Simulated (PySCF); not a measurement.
PySCF job for Mg(SH)(SeH) (H2MgSSe), SMILES [Mg]([SH])[SeH], PBE0/pcSseg-2. The structure is a stationary point at PBE0-D3(BJ)/def2-TZVP. Other conformers were not sampled.

```python
import numpy as np
from pyscf import gto, scf, dft
from pyscf.prop.nmr import rks as nmr

mol = gto.M(
    atom='''
    Mg    0.06263750    0.38754053   -0.59330806
    S     0.25560911    1.59325318   -2.52464805
    H     1.20538053    0.77330861   -3.00972642
    Se   -0.14333521   -0.85932308    1.46159183
    H    -1.17337896   -1.69886127    0.82966957
    ''',
    basis='pcSseg-2',
    charge=0,
    spin=0,
    max_memory=1600,
    verbose=3,
)
mf = dft.RKS(mol, xc='pbe0').density_fit(auxbasis='def2-universal-jkfit')
mf.grids.level = 3
mf.conv_tol = 1e-10
mf.max_cycle = 100
mf.kernel()
n = nmr.NMR(mf)
n.verbose = 2
n.max_cycle_cphf = 60
sigma = n.kernel()
print('atom   isotropic/ppm   span/ppm')
for i, s in enumerate(sigma):
    w = np.linalg.eigvalsh((s + s.T) / 2)
    print(f'{mol.atom_symbol(i):2s}{i + 1:3d} {w.mean():14.3f} {w[2] - w[0]:11.3f}')
```

Program output:

```
converged SCF energy = -3000.65870780143
atom   isotropic/ppm   span/ppm
Mg  1        443.007     375.158
S   2        811.791     108.297
H   3         32.263      18.860
Se  4       2402.117     337.092
H   5         32.233      24.540
```

Self-consistency was reached.
